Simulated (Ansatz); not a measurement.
A run for Ansatz (a quantum-chemistry and plane-wave program): R-CCSD(T)/def2-TZVPP on CH6SiTe (SMILES C[Te][SiH3]), a point of a torsion scan. Elements past Kr take the def2 small-core potentials; no spin–orbit coupling. The run froze 15 orbitals, filled d shells among them.

Ansatz 0.2 input:
```yaml
crystal:
  periodic: [false, false, false]
  atoms:
    - {symbol: C, position_ang: [1.71155748, -0.12846757, 0.14766676]}
    - {symbol: Te, position_ang: [0.40221353, 0.82143701, -1.28645266]}
    - {symbol: Si, position_ang: [-1.67692683, 0.11846965, -0.10218310]}
    - {symbol: H, position_ang: [1.53152398, -1.19430435, 0.17680162]}
    - {symbol: H, position_ang: [2.73286268, 0.04891861, -0.15737908]}
    - {symbol: H, position_ang: [1.55956882, 0.28904585, 1.13347546]}
    - {symbol: H, position_ang: [-2.46218596, 1.28031687, 0.30623486]}
    - {symbol: H, position_ang: [-1.29946461, -0.64646345, 1.08030673]}
    - {symbol: H, position_ang: [-2.51403062, -0.71059407, -0.96541982]}
basis:
  gaussian:
    orbitals: def2-TZVPP
magnetization: {spin_polarized: false}
correlation: {method: ccsd_t, electrons: outside_noble_gas}
scf: {lower_state_search: off}
```

Problem. What total energy does the run end on?

Solution. -597.8442 hartree (reference determinant -597.3302, T1 diagnostic 0.012).

Problem. How many basis functions does it have, and what does it roughly cost on one machine?

Solution. 207 functions; about 2.1 core-minutes (a rough figure).
